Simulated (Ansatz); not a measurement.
`S[SiH2][SeH]` + H₂ → H₂Se + `[SiH3]S`  (hydrogenolysis of the Se–Si bond)

Program: Ansatz. Geometries: PBE0-D4/def2-TZVP. ΔE: electronic, gas phase. CBS: MP2 limit from def2 TZ/QZ plus the TZ coupled-cluster correction, frozen cores. This one scheme is used for every species. DFT in def2-TZVPP. B3LYP here is the variant with VWN-RPA as its local correlation; programs differ in this. For Se outer-core shells are correlated without core-valence functions, which leaves a few kJ/mol of doubt a bond. Scalar relativity is left out up to krypton. One conformer a species, not always the lowest.

`S[SiH2][SeH]`:

Cartesian coordinates in Å:
```
S 1.474 -1.064 1.048
Si 0.311 -0.060 -0.425
Se -1.890 -0.204 0.149
H 1.046 -0.292 2.061
H 0.658 1.376 -0.562
H 0.629 -0.778 -1.682
H -2.228 1.022 -0.589
```

H₂:

Z-matrix (Å, degrees):
```
H
H 1 0.746
```

H₂Se:

Z-matrix (Å, degrees):
```
Se
H 1 1.467
H 1 1.467 2 91.2
```

`[SiH3]S`:

Cartesian coordinates in Å:
```
Si 0.149 -0.480 0.162
S 0.382 1.467 -0.688
H -0.308 -0.410 1.573
H 1.499 -1.088 0.096
H -0.816 -1.302 -0.612
H -0.907 1.812 -0.532
```

| level | ΔE (kcal/mol) | difference from CCSD(T)/CBS |
| --- | --- | --- |
| PBE0-D4 | 11.2 | 0.0 |
| r2SCAN0-D4 | 11.1 | -0.1 |
| CAM-B3LYP-D4 | 8.5 | -2.7 |
| ωB97X-V | 9.5 | -1.7 |
| ωB97M-V | 10.1 | -1.1 |
| PBE-QIDH | 10.8 | -0.4 |
| BLYP | 7.6 | -3.6 |
| r2SCAN | 11.2 | 0.0 |
| B3LYP | 7.6 | -3.6 |
| r2SCANh | 11.0 | -0.2 |
| MP2/def2-SVP | 8.2 | -3.0 |
| CCSD(T)/def2-TZVPP | 9.4 | -1.8 |
| MP2/def2-QZVPP | 13.1 | 1.9 |
| SCS-MP2/def2-QZVPP | 10.8 | -0.4 |
| HF/CBS(def2) | 4.5 | -6.7 |
| CCSD/CBS(def2) | 10.0 | -1.2 |
| CCSD(T)/CBS | 11.2 | 0 |

Largest T1 diagnostic among the species: 0.011.

In def2-TZVPP, CCSD(T) changes the Hartree–Fock value by +4.8 kcal/mol (the triples alone add +1.2 kcal/mol) and MP2 by +7.5 kcal/mol. The D4 term adds +2.7 kcal/mol with B3LYP and +1.4 kcal/mol with PBE0; it sums over pairs of atoms, weighted by their polarisabilities, and B3LYP, whose exchange is more repulsive, gets the larger term.
